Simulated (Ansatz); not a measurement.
ReSe2⁺, 3 atoms. Hardware: 4 threads of Arm Neoverse V2 on a shared host.

In the def2 sets Re takes a core potential; there is no spin–orbit coupling. Correlated methods freeze 18 core orbitals; core or outer-core shells of Re, Se are correlated, in sets that lack core-valence functions.

(1) How many basis functions does each of these Ansatz runs have, and roughly what does it cost? r2SCAN-D4/def2-TZVP, charge 1 singlet, energy, from earlier orbitals; r2SCAN-D4/def2-TZVP, charge 1 triplet, relaxation, 5 steps; PBE0-D4/def2-SVP, charge 0 doublet at the geometry of the charge 1 singlet, energy with a search over starts; RPA@PBE/def2-TZVP, charge 1 quintet, energy, from earlier orbitals; ωB97X-V/def2-TZVP, charge 1 singlet, energy, from earlier orbitals; LC-ωPBE/def2-TZVP, charge 1 triplet, energy, from earlier orbitals; CAM-B3LYP-D4/def2-TZVP, charge 1 triplet, energy, from earlier orbitals; PBE-D4/def2-TZVP, charge 1 unrestricted singlet, energy, from earlier orbitals; PBE0-D4/def2-TZVP, charge 0 doublet at the geometry of the charge 1 singlet, energy, from earlier orbitals; revPBE-D4/def2-TZVP, charge 1 singlet, energy, from earlier orbitals; PBE0-D4/def2-SVP, charge 1 unrestricted singlet, energy with a search over starts; PBE0-D4/def2-TZVP, charge 1 quintet, energy, from earlier orbitals.

Answers

(1) Other jobs shared the machine, so times can vary by a factor of up to 3. A dash marks memory too small to be measured apart from the calling script's.

| run | functions | fitting or Cholesky vectors | wall time | peak host memory (GiB) |
| --- | --- | --- | --- | --- |
| revPBE-D4/def2-TZVP, charge 1 singlet, energy, from earlier orbitals | 136 | 1116 | 1.2 s | – |
| PBE-D4/def2-TZVP, charge 1 unrestricted singlet, energy, from earlier orbitals | 136 | 1116 | 2.6 s | – |
| r2SCAN-D4/def2-TZVP, charge 1 singlet, energy, from earlier orbitals | 136 | 1116 | 3 s | – |
| RPA@PBE/def2-TZVP, charge 1 quintet, energy, from earlier orbitals | 136 | 1027 | 4.2 s | – |
| PBE0-D4/def2-TZVP, charge 1 quintet, energy, from earlier orbitals | 136 | 1027 | 6 s | – |
| CAM-B3LYP-D4/def2-TZVP, charge 1 triplet, energy, from earlier orbitals | 136 | 1027 | 7.5 s | – |
| PBE0-D4/def2-TZVP, charge 0 doublet at the geometry of the charge 1 singlet, energy, from earlier orbitals | 136 | 1025 | 8 s | – |
| PBE0-D4/def2-SVP, charge 1 unrestricted singlet, energy with a search over starts | 96 | 931 | 10 s | – |
| PBE0-D4/def2-SVP, charge 0 doublet at the geometry of the charge 1 singlet, energy with a search over starts | 96 | 931 | 14 s | – |
| ωB97X-V/def2-TZVP, charge 1 singlet, energy, from earlier orbitals | 136 | 1175 | 15 s | 0.64 |
| r2SCAN-D4/def2-TZVP, charge 1 triplet, relaxation, 5 steps | 136 | 1116 | 19 s | – |
| LC-ωPBE/def2-TZVP, charge 1 triplet, energy, from earlier orbitals | 136 | 1116 | 19 s | – |
